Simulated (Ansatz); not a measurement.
**A barrier at the coupled-cluster level**

Start structure (GeHCl3, singlet), relaxed at PBE0-D4/def2-TZVP:

Ge1  (1.094, 0.880, 0.032)
Cl2  (1.180, -1.079, -1.012)
Cl3  (1.014, 0.166, 2.099)
H4  (-1.436, -0.556, -0.769)
Cl5  (-1.851, 0.588, -0.350)
(Å)

The step: GeCl₂ + HCl → GeCl₂ + HCl; bonds formed: Ge1–Cl5, Cl2–H4; bonds broken: Ge1–Cl2, H4–Cl5. Computed with Ansatz 0.2.0 (basis: def2-TZVPP and def2-QZVPP); correlated methods freeze the cores. Filled d shells of the heavier atoms are correlated. The def2 sets are not built for correlating such inner shells, so the correlated values are less sure here. Extrapolation: Hartree–Fock as exp(−7.88 √X), correlation as X^−2.97. Energies below are by CCSD(T) at an estimated basis limit (MP2 extrapolated from triple and quadruple zeta, plus CCSD(T) − MP2 in triple zeta).

**Question.** What are the electronic barrier and the energy of the step, from the start structure to the end structure? (To be estimated.)

**Answer.** The calculation gives: Barrier 0.404 eV; step energy 0.000 eV (both ends alike: a degenerate step); reverse barrier, their difference, 0.404 eV. Barrier and step energy count from the start structure, the reverse barrier from the end structure.

The saddle point: One imaginary mode of 379i cm⁻¹.
| pair | start (Å) | saddle (Å) | end (Å) |
| --- | --- | --- | --- |
| Ge1–Cl5 | 2.98 | 2.47 | 2.22 |
| Cl2–H4 | 2.68 | 1.55 | 1.29 |
| Ge1–Cl2 | 2.22 | 2.47 | 2.98 |
| H4–Cl5 | 1.29 | 1.55 | 2.68 |

Zero-point energy (harmonic, PBE0-D4): ZPE is 0.283 eV at the start and 0.224 eV at the saddle, so the barrier goes from 0.404 to 0.345 eV.

No T1 diagnostic of these runs exceeds 0.012.

For scale, one of the runs: CCSD(T)/def2-TZVPP, 188 basis functions (an equivalent command: `ansatz run in.yaml --threads 4`). Hardware: 4 CPU threads, shared host. Wall time 14 s; peak host memory 2 GiB.
